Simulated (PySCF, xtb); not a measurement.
Si(F)2(I)(OMe) (CH₃F₂IOSi), SMILES CO[Si](F)(F)I.

GFN2-xTB (xtb) at its own geometry gives an orbital gap of 6.85 eV and a dipole moment of 4.17 D.

Geometry optimised at B3LYP-D3(BJ)/def2-SVP. The structure was generated by enumeration, and PubChem lists no compound with its InChIKey, so it may never have been made. The def2 effective core potentials stand for the cores of I; spin–orbit coupling is left out. One conformer was computed; it need not be the lowest.

What does PBE/def2-TZVP in PySCF give? (Estimate from the structure and the level; the computed values follow.)

gap 5.49 eV (levels -7.01 and -1.52 eV), dipole 2.42 D.
